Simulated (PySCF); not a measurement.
Correlation energy of Pd⁺ (palladium, charge +1)

[Kr] 4d9, 2D determinant. Computed with PySCF 2.14 in x2c-TZVPPall with one added diffuse shell each of s, p, d, f type (9s7p7d3f1g, 95 functions), with scalar relativity by spin-free X2C-1e. Frozen: [Ar] 3d10; 17 electrons correlated.

```json
{"level": "CCSD", "correlation energy (mhartree)": "-556.18"}
{"level": "(T)", "correlation energy (mhartree)": "-15.08"}
{"level": "CCSD(T)", "correlation energy (mhartree)": "-571.26"}
```

Diagnostics: T1 = 0.0062, D1 = 0.0159, largest double amplitude 0.022.

Cost of the coupled-cluster step: roughly 2.2 core-minutes, for 17 correlated electrons.

This basis was not built for core-valence correlation, so the inner-shell part is incomplete.
